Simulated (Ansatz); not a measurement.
Mulliken charges of `C=C[SiH]Cl` radical from ωB97M-V/def2-TZVPP in Ansatz (PBE0-D4/def2-TZVP geometry).

```csv
atom,x (Å),y (Å),z (Å),charge (e)
C1,0.647,1.027,-0.660,-0.177
C2,0.629,-0.067,0.105,-0.201
Si3,-0.904,-0.643,0.947,0.292
Cl4,-1.032,-2.698,0.941,-0.213
H5,-0.257,1.588,-0.881,0.098
H6,1.564,1.405,-1.102,0.115
H7,1.561,-0.591,0.302,0.106
H8,-2.116,-0.079,0.292,-0.020
```

**Question.** By hand: the dipole of these point charges (1 e Å = 4.8032 D).

**Answer.** Σ q r = (0.077, 0.475, -0.015) e Å, of length 0.481 e Å = 2.31 D.

**Question.** How does the dipole of the full density compare? (Estimate.)

**Answer.** Ansatz gave: (0.163, 0.339, -0.100) e Å, 1.87 D; the point charges give 1.24 times that, at 21° from its direction.

Point charges leave out the atoms' own dipoles, such as those of lone pairs, and Mulliken's split depends on the basis, so the two needn't agree.
